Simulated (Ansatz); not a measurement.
Steps of a relaxation of C2H7GeNO with RKS PBE-D4/def2-SVP.

```sh
$ ansatz run in.yaml --threads 4 --pin off --events-out ev --progress --plain --max-ram 10444MiB
```

```yaml
crystal:
  periodic: [false, false, false]
  atoms:
    - {symbol: C, position_ang: [-1.409200, 0.428700, 1.053100]}
    - {symbol: O, position_ang: [-0.227100, 0.935300, 0.548700]}
    - {symbol: C, position_ang: [0.586300, -0.172700, 0.333200]}
    - {symbol: N, position_ang: [1.898300, 0.192500, -0.318100]}
    - {symbol: Ge, position_ang: [0.635200, -0.820900, -1.476000]}
    - {symbol: H, position_ang: [-2.136900, 1.357300, 1.168100]}
    - {symbol: H, position_ang: [-1.913600, -0.226900, 0.329200]}
    - {symbol: H, position_ang: [-1.297100, 0.008100, 2.030200]}
    - {symbol: H, position_ang: [0.792600, -0.864200, 1.231300]}
    - {symbol: H, position_ang: [1.780800, 1.175400, -0.619100]}
    - {symbol: H, position_ang: [0.095900, 0.134600, -2.544600]}
    - {symbol: H, position_ang: [1.271700, -2.202400, -1.702000]}
basis:
  gaussian: {orbitals: def2-SVP}
hamiltonian: {xc: pbe, dispersion: d4}
relax: {f_tol: 0.03, max_steps: 200}
```

Positions (Å) and forces (eV/Å) along the path, 11 of 37 steps:

```xyz
12
step=1 energy=-62214.3655 eV
C    -1.409    0.429    1.053   -2.961    3.399   -0.445
O    -0.227    0.935    0.549    0.865   -0.768    0.138
C     0.586   -0.173    0.333    2.559    0.861    0.382
N     1.898    0.193   -0.318   -1.444   -0.746    0.070
Ge    0.635   -0.821   -1.476    0.626   -0.296    0.066
H    -2.137    1.357    1.168    1.051   -1.461   -0.033
H    -1.914   -0.227    0.329   -0.118   -0.644   -0.112
H    -1.297    0.008    2.030    0.100   -0.911    1.247
H     0.793   -0.864    1.231   -0.642    0.610   -0.782
H     1.781    1.175   -0.619    0.077    0.096    0.023
H     0.096    0.135   -2.545   -0.083   -0.134   -0.152
H     1.272   -2.202   -1.702   -0.028   -0.005   -0.402
12
step=3 energy=-62214.8750 eV
C    -1.489    0.516    1.102    0.159   -0.394    0.068
O    -0.221    0.923    0.614    0.026   -0.163   -0.132
C     0.637   -0.136    0.357    0.235    0.379    0.117
N     1.865    0.182   -0.329   -0.444    0.170   -0.013
Ge    0.697   -0.897   -1.470   -0.044   -0.284   -0.176
H    -2.107    1.413    1.234   -0.107    0.250    0.033
H    -1.987   -0.179    0.383    0.021    0.073    0.013
H    -1.403   -0.016    2.083   -0.008    0.085   -0.104
H     0.747   -0.828    1.217   -0.042   -0.157    0.067
H     1.802    1.172   -0.629    0.160   -0.112    0.053
H     0.110   -0.020   -2.596    0.009    0.047    0.040
H     1.426   -2.185   -1.932    0.034    0.104    0.033
12
step=9 energy=-62214.9390 eV
C    -1.514    0.547    1.179    0.008   -0.068   -0.001
O    -0.296    0.904    0.532   -0.115    0.047    0.015
C     0.582   -0.118    0.331    0.352    0.108    0.023
N     1.767    0.147   -0.349   -0.214    0.012    0.326
Ge    0.632   -1.061   -1.516   -0.057   -0.055   -0.409
H    -2.073    1.482    1.366    0.029   -0.019   -0.020
H    -2.122   -0.129    0.533    0.056    0.047    0.035
H    -1.322    0.037    2.152   -0.020    0.021   -0.045
H     0.603   -0.874    1.151    0.038    0.052   -0.098
H     1.762    1.119   -0.698   -0.029   -0.060   -0.004
H     0.347   -0.016   -2.652    0.009   -0.108    0.135
H     1.710   -2.092   -1.994   -0.058    0.023    0.043
12
step=10 energy=-62214.9501 eV
C    -1.516    0.553    1.202    0.020   -0.075   -0.026
O    -0.313    0.905    0.520   -0.155    0.008    0.051
C     0.570   -0.108    0.322    0.388    0.073    0.101
N     1.750    0.144   -0.340   -0.280    0.118    0.200
Ge    0.606   -1.102   -1.547   -0.009    0.026   -0.445
H    -2.068    1.493    1.396    0.032   -0.024   -0.029
H    -2.142   -0.125    0.575    0.077    0.063    0.059
H    -1.299    0.053    2.175   -0.025    0.028   -0.083
H     0.565   -0.892    1.117    0.033    0.089   -0.144
H     1.723    1.104   -0.732    0.005   -0.169    0.048
H     0.438    0.006   -2.672    0.045   -0.233    0.222
H     1.763   -2.085   -1.982   -0.130    0.098    0.046
12
step=12 energy=-62214.9790 eV
C    -1.513    0.549    1.226   -0.001   -0.048    0.004
O    -0.315    0.933    0.549    0.021   -0.130    0.007
C     0.590   -0.052    0.346    0.154    0.023    0.252
N     1.726    0.159   -0.323   -0.231    0.401   -0.239
Ge    0.487   -1.173   -1.629    0.092    0.247   -0.221
H    -2.084    1.476    1.415    0.002   -0.007   -0.007
H    -2.115   -0.141    0.593    0.038    0.033    0.024
H    -1.287    0.053    2.198   -0.019    0.030   -0.064
H     0.549   -0.903    1.070   -0.041    0.144   -0.188
H     1.675    1.095   -0.790    0.057   -0.440    0.211
H     0.607    0.041   -2.695    0.038   -0.392    0.269
H     1.758   -2.090   -1.926   -0.110    0.139   -0.048
12
step=14 energy=-62214.9992 eV
C    -1.512    0.547    1.233   -0.082   -0.043    0.048
O    -0.301    0.960    0.600    0.153   -0.135   -0.029
C     0.612   -0.011    0.394    0.132    0.115   -0.130
N     1.716    0.179   -0.320   -0.269   -0.135    0.124
Ge    0.454   -1.184   -1.655   -0.012   -0.053    0.132
H    -2.113    1.459    1.403    0.009    0.007   -0.002
H    -2.071   -0.155    0.576    0.028    0.031    0.004
H    -1.313    0.054    2.210    0.002    0.011   -0.008
H     0.548   -0.890    1.075   -0.016    0.067   -0.110
H     1.681    1.108   -0.771   -0.005    0.010   -0.051
H     0.659   -0.034   -2.723    0.013    0.103   -0.012
H     1.716   -2.087   -1.989    0.047    0.022    0.034
12
step=23 energy=-62215.2047 eV
C    -1.567    0.734    1.465    0.167   -0.047   -0.056
O    -0.372    1.010    0.709    0.187   -0.106    0.123
C     0.396   -0.040    0.406   -0.210   -0.057   -0.043
N     1.401   -0.002   -0.398   -0.298    0.071   -0.202
Ge    0.954   -1.663   -1.915    0.682    0.334   -0.129
H    -2.027    1.711    1.690   -0.009    0.029    0.014
H    -2.266    0.122    0.858   -0.013    0.023    0.043
H    -1.326    0.206    2.411   -0.028    0.016    0.011
H     0.106   -1.027    0.835   -0.071    0.139   -0.015
H     1.564    0.939   -0.799    0.029   -0.195    0.067
H     0.682   -0.337   -2.832   -0.043   -0.212    0.033
H     2.531   -1.709   -2.397   -0.394    0.005    0.155
12
step=26 energy=-62215.4737 eV
C    -1.520    0.815    1.617   -0.030    0.046    0.022
O    -0.324    1.015    0.845    0.311   -0.765   -0.300
C     0.188   -0.103    0.279   -0.461    0.381    0.184
N     1.127   -0.093   -0.595    0.040    0.653   -0.120
Ge    1.314   -1.762   -1.958    0.245    0.254   -0.075
H    -1.869    1.820    1.920    0.054   -0.040   -0.002
H    -2.311    0.327    1.007    0.059    0.039    0.037
H    -1.318    0.206    2.523    0.014    0.011    0.005
H    -0.271   -1.084    0.547    0.017    0.165    0.003
H     1.467    0.869   -0.824   -0.081   -0.564    0.069
H     0.716   -0.701   -3.065    0.211   -0.190    0.150
H     2.879   -1.364   -2.261   -0.380    0.008    0.029
12
step=33 energy=-62215.5814 eV
C    -1.443    0.826    1.753    0.000   -0.008    0.001
O    -0.419    0.993    0.762    0.003    0.007   -0.003
C    -0.063   -0.089    0.072   -0.025   -0.017    0.027
N     0.868   -0.081   -0.809    0.020    0.049   -0.016
Ge    1.408   -1.775   -1.968    0.006    0.014   -0.013
H    -1.703    1.840    2.105    0.001    0.004    0.000
H    -2.345    0.346    1.321    0.004    0.002    0.003
H    -1.071    0.225    2.609   -0.003    0.000   -0.005
H    -0.606   -1.037    0.267    0.006   -0.003   -0.005
H     1.335    0.830   -0.939   -0.010   -0.032   -0.003
H     1.175   -0.857   -3.279    0.006   -0.011    0.010
H     2.942   -1.277   -1.861   -0.009   -0.006    0.003
12
step=34 energy=-62215.5820 eV
C    -1.441    0.825    1.756   -0.002    0.001    0.001
O    -0.422    0.996    0.760    0.000   -0.002    0.001
C    -0.066   -0.086    0.070   -0.009   -0.004    0.002
N     0.855   -0.073   -0.822    0.006    0.003   -0.005
Ge    1.403   -1.774   -1.969   -0.003   -0.001    0.000
H    -1.692    1.837    2.121    0.002    0.000    0.000
H    -2.349    0.355    1.324    0.002    0.002    0.003
H    -1.067    0.213    2.603   -0.001   -0.001   -0.001
H    -0.598   -1.038    0.274    0.004   -0.001   -0.001
H     1.314    0.838   -0.963   -0.002    0.003   -0.002
H     1.202   -0.858   -3.286    0.001    0.000   -0.002
H     2.938   -1.288   -1.835    0.002   -0.001    0.004
12
step=37 energy=-62215.5826 eV
C    -1.434    0.822    1.764   -0.001   -0.003    0.002
O    -0.437    1.000    0.748    0.013   -0.007   -0.011
C    -0.076   -0.082    0.060   -0.001    0.007   -0.005
N     0.820   -0.060   -0.858   -0.018   -0.003    0.019
Ge    1.393   -1.772   -1.975    0.003   -0.003   -0.002
H    -1.653    1.829    2.162    0.000    0.000    0.000
H    -2.362    0.385    1.341   -0.001    0.002    0.000
H    -1.054    0.178    2.584    0.000    0.001   -0.001
H    -0.579   -1.045    0.292    0.003   -0.001   -0.001
H     1.250    0.860   -1.026    0.004    0.010   -0.003
H     1.281   -0.856   -3.302    0.000    0.000    0.000
H     2.927   -1.314   -1.758   -0.001   -0.001    0.000
```

Run time 60 s (4 threads of an Arm Neoverse V1 on a shared host); peak host memory 0.18 GiB.
